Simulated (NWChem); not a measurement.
System: C2H6Si; SMILES C=C[SiH3]

```xyz
9

Si    -0.0724    -1.0838     0.0000
C      0.5258     0.6881    -0.0002
C     -0.2908     1.7481     0.0001
H      0.4463    -1.8225    -1.1934
H     -1.5669    -1.0992    -0.0239
H      0.4064    -1.8095     1.2179
H      1.6088     0.8725     0.0002
H      0.0903     2.7757     0.0011
H     -1.3815     1.6393    -0.0009
```
Atoms are numbered in this order, from 1.

Geometry: optimised at PBE0/def2-SVP.

### Question
List the 4 lowest vertical singlet excitations from PBE0/def2-SVPD, TDA (NWChem).

### Answer
```csv
state,energy (eV),oscillator strength,leading excitation (squared amplitude)
S1,6.78,0.002,HOMO−1 → LUMO (0.97)
S2,7.34,0.008,HOMO → LUMO+1 (0.95)
S3,7.51,0.506,HOMO → LUMO (0.80)
S4,7.77,0.002,HOMO−2 → LUMO (0.96)
```
